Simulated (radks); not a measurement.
Task: Calculated with a radial shooting solver on a logarithmic mesh with Libxc functionals: Dirac Kohn-Sham, LDA (Slater exchange, Perdew-Wang correlation), spin-unpolarised, spherical densities, point nucleus; open shells fill j = l - 1/2 first. Each species is in its NIST ground configuration. Rank Al, S, Ar, Cl, Mg, Si, P by radius at which the density is 0.001 e/bohr^3 (bohr), largest first.

Result: Al 4.55, Mg 4.52, Si 4.45, P 4.28, S 4.09, Cl 3.92, Ar 3.75.
